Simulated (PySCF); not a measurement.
# Au: ionisation energy

Au [Xe] 4f14 5d10 6s1 [6s1/2^1, M_J = 1/2] → Au⁺ [Xe] 4f14 5d10, as a difference of total energies. Calculation: PySCF 2.14, in x2c-TZVPall-2c (11s11p10d2f, 108 functions); the two-component X2C-1e Hamiltonian. Correlated levels: [Kr] 4d10 4f14 frozen; the 34 highest virtual spinors dropped. "Screened" scales the spin-orbit matrix elements by Boettger's factors to mimic the two-electron term; Breit and QED terms are absent.

```
                    method  ionisation energy (eV)
           GHF (spin-free)                   7.709
          GMP2 (spin-free)                   9.095
 GHF (screened spin-orbit)                   7.736
GMP2 (screened spin-orbit)                   9.125
```

Question: How much does correlation contribute at GMP2 (screened spin-orbit)?

Answer: 9.125 − (7.736) = 1.389 eV, measured against GHF (screened spin-orbit).

Errors of the correlated levels include the incompleteness of this basis and the frozen core.

For comparison: 9.226 eV (measured; NIST Atomic Spectra Database, ionization energies).
